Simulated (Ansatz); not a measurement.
Correlation energies of C7H13ClO2, SMILES `CCCCOC(=O)CCCl` by basis set

Z-matrix (Å, degrees):
```
C
C 1 1.520
H 1 1.092 2 111.6
H 1 1.092 2 110.9 3 119.6
H 1 1.094 2 111.0 3 -120.8
C 2 1.523 1 114.1 3 64.0
H 2 1.094 1 109.5 3 -174.7
H 2 1.096 1 109.8 3 -59.2
C 6 1.513 2 114.9 1 -65.5
H 6 1.095 2 109.9 1 171.9
H 6 1.097 2 109.5 1 55.2
O 9 1.436 6 110.3 2 -66.3
H 9 1.090 6 112.3 2 55.3
H 9 1.091 6 110.6 2 177.4
C 12 1.334 9 118.1 6 109.3
O 15 1.203 12 125.0 9 1.3
C 15 1.505 12 110.6 9 -178.8
C 17 1.509 15 111.4 12 -179.9
H 17 1.093 15 108.6 12 -57.3
H 17 1.093 15 108.6 12 57.6
Cl 18 1.782 17 110.4 15 -179.9
H 18 1.088 17 111.6 15 60.8
H 18 1.088 17 111.6 15 -60.6
```

Charge 0, multiplicity 1. The structure was optimised at the PBE0-D4/def2-TZVP level. It is one conformer, not always the lowest. Frozen core, restricted reference, Ansatz. CBS rows extrapolate triple and quadruple zeta; past MP2 they add the triple-zeta difference.

```json
{"basis": "def2-SVP", "HF (Eh)": "?", "MP2 corr.": "-1.47478", "CCSD corr.": "-1.57057", "(T)": "?", "CCSD(T) total": "?"}
{"basis": "def2-TZVPP", "HF (Eh)": "-882.07398", "MP2 corr.": "-1.84422", "CCSD corr.": "-1.92179", "(T)": "-0.08118", "CCSD(T) total": "-884.07695"}
{"basis": "def2-QZVPP", "HF (Eh)": "-882.10589", "MP2 corr.": "-1.97636", "CCSD corr.": "–", "(T)": "–", "CCSD(T) total": "–"}
{"basis": "CBS(def2)", "HF (Eh)": "?", "MP2 corr.": "-2.07424", "CCSD corr.": "?", "(T)": "as TZ", "CCSD(T) total": "?"}
```

Problem. Fill in the withheld values. (An estimate is asked.)

Solution. Ansatz gave: def2-SVP HF (Eh): -881.43490; def2-SVP (T): -0.04830; def2-SVP CCSD(T) total: -883.05377; CBS(def2) HF (Eh): -882.11028; CBS(def2) CCSD corr.: -2.15181; CBS(def2) CCSD(T) total: -884.34327.
